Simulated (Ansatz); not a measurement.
Single points on [RuNF4]- (RuNF₄⁻).

```yaml
crystal:
  periodic: [false, false, false]
  atoms:
    - {symbol: Ru, position_ang: [0.000195, -0.000490, 0.119912]}
    - {symbol: N, position_ang: [0.003127, -0.006473, 1.703990]}
    - {symbol: F, position_ang: [1.828947, 0.013762, -0.459102]}
    - {symbol: F, position_ang: [-0.012743, 1.831522, -0.448749]}
    - {symbol: F, position_ang: [-1.830566, -0.010340, -0.452875]}
    - {symbol: F, position_ang: [0.011040, -1.827991, -0.463177]}
basis:
  gaussian: {orbitals: def2-TZVPD, initial_orbitals: start.molden}
total_charge: -1
hamiltonian: {xc: {name: r2SCANh}, dispersion: d4}
scf: {omitted_lower_state_checks: [starts]}
output: {orbitals: {seedname: orbitals}}
```

The file start.molden holds the orbitals of an earlier run on this structure, at another level or in another basis.

```sh
$ ansatz run in.yaml --threads 4 --pin off --events-out ev --progress --plain --max-ram 3916MiB
```

It prints (some lines left out):

```
Functional definition: r2SCANh
1321 factors; their error is unknown
mean field evaluation 1: about -14944.7476 eV, gradient 4.9e0 eV
mean field evaluation 2: about -14944.7812 eV, gradient 4.0e-2 eV
mean field evaluation 4: about -14944.8019 eV, gradient 5.7e-5 eV
mean field -14944.80186853 eV, -549.2113387180 hartree, gradient 2.5e-5 eV, S^2 0.000000; 0 other end points of the search recorded, 0 dependent functions left out
reference -14944.80188779 eV, -549.2113394257 hartree; 30, 30 occupied and 207, 207 virtual orbitals, 1321 factors
Total energy: -14944.84132728 eV, -549.2127888003 hartree
Checks for a lower state left out: starts
```

Run time 5.5 s (4 threads of Arm Neoverse V2 on a shared host), peak host memory 0.66 GiB.

The first input with `gaussian: {orbitals: def2-SVPD, initial_orbitals: start.molden}`, `hamiltonian: {xc: pbe, dispersion: d4}` (abridged; 1.2 s):

```
Functional definition: PBE
mean field -14925.08824029 eV, -548.4868762424 hartree, gradient 2.7e-5 eV, S^2 0.000000
Total energy: -14925.24788514 eV, -548.4927430824 hartree
Checks for a lower state left out: starts
```

First input, but with `hamiltonian: {xc: pbe}`, `correlation: {method: rpa}` and without the key `output` (abridged; 7 s):

```
Functional definition: PBE
mean field -14939.95277862 eV, -549.0331379504 hartree, gradient 2.8e-6 eV, S^2 0.000000
5 core orbitals not correlated: weight in the atoms' cores, before any rotation towards them, 1.000 or more for the frozen orbitals, at most 0.000 for the correlated occupied ones
Total energy: -14940.15437389 eV, -549.0405464402 hartree
Checks for a lower state left out: starts
```

First input, but with `hamiltonian: {xc: pbe, dispersion: d4}`, `output: {forces: true, orbitals: {seedname: orbitals}}` (abridged; 2.6 s):

```
Functional definition: PBE
mean field -14939.95280371 eV, -549.0331388725 hartree, gradient 2.4e-5 eV, S^2 0.000000
Total energy: -14940.11245269 eV, -549.0390058645 hartree
Atom 0 force    -0.000818     0.002220    -0.507451 eV/Å
Atom 1 force     0.001154    -0.004250     0.934154 eV/Å
Atom 2 force     0.298940     0.002127    -0.107499 eV/Å
Atom 3 force    -0.002402     0.299486    -0.105871 eV/Å
Atom 4 force    -0.299017    -0.001156    -0.105843 eV/Å
Atom 5 force     0.002143    -0.298427    -0.107490 eV/Å
Dipole moment:     0.000566    -0.001217     0.314392 e Å
Checks for a lower state left out: starts
```

First input, but with `hamiltonian: {xc: pbe0, dispersion: d4}` (abridged; 3.3 s):

```
Functional definition: PBE0
mean field -14937.21899961 eV, -548.9326734248 hartree, gradient 3.0e-5 eV, S^2 0.000000
Total energy: -14937.35257938 eV, -548.9375823910 hartree
Checks for a lower state left out: starts
```

As the first input, with `hamiltonian: {xc: {name: wB97M-V}}` (abridged; 10 s):

```
Functional definition: wB97M-V
mean field -14944.17915101 eV, -549.1884542713 hartree, gradient 9.0e-6 eV, S^2 0.000000
Total energy: -14944.17921972 eV, -549.1884567962 hartree
Checks for a lower state left out: starts
```

Geometry: r2SCAN-D4/def2-SVPD.

In the def2 sets Ru takes a core potential; there is no spin–orbit coupling. Correlated methods freeze 5 core orbitals; core or outer-core shells of Ru are correlated, in sets that lack core-valence functions.
